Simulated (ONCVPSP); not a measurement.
**Building the ONCV potential for N (Z = 7) (LDA (Perdew-Zunger), scalar-relativistic).**

| Item | Value |
| --- | --- |
| Element | nitrogen (N) |
| Generator | ONCVPSP 4.0.1 |
| Type | optimised norm-conserving Vanderbilt (ONCV) |
| Functional | LDA (Perdew-Zunger) |
| Relativity | scalar-relativistic |
| Frozen core | [He] |
| Valence charge | 5 |
| Reference configuration | 2s1 2p4 |
| Partial waves | 2s: rc 1.10 bohr, ncon 4, nbas 8, qcut 6.9 1/bohr, local; 2p: rc 2.00 bohr, ncon 4, nbas 8, qcut 8 1/bohr, 1 projector; d scattering state at 0.04 Ha: rc 1.85 bohr, ncon 4, nbas 7, qcut 5.7 1/bohr, 2 projectors, debl 2.3 Ha |
| Local potential | the s channel |
| Core correction | Teter function, fcfact 3, rcfact 1.2 |

All-electron outer shells of the reference configuration (LDA (Perdew-Zunger), scalar-relativistic, ld1.x):

```json
{"shell": "1s", "level (eV)": "-382.23", "outermost node (bohr)": "–", "outermost maximum (bohr)": "0.15"}
{"shell": "2s", "level (eV)": "-18.87", "outermost node (bohr)": "0.32", "outermost maximum (bohr)": "1.02"}
{"shell": "2p", "level (eV)": "-7.64", "outermost node (bohr)": "–", "outermost maximum (bohr)": "0.97"}
```

(1) Estimate the cutoffs (Ha) at which the residual kinetic energy of the hardest occupied pseudo-wave falls to 1 and 0.1 mHa per electron.

(2) What does a ghost test show?

(3) Which valence shell sets the plane-wave cutoff?

(4) Tests: 2s2 2p3; 2s2 2p2; 2s2 2p1; 2s1 2p3. Which has the largest error in its energy relative to the reference configuration, and how large is it?

Answers

(1) 23 Ha and 109 Ha.

(2) No bound ghost flagged; no localised positive-energy state flagged.

(3) 2s: 23 Ha for 1 mHa per electron, against 19 Ha for 2p.

(4) 2s2 2p1, with +610 meV (all-electron minus pseudo) on +31.50 eV.
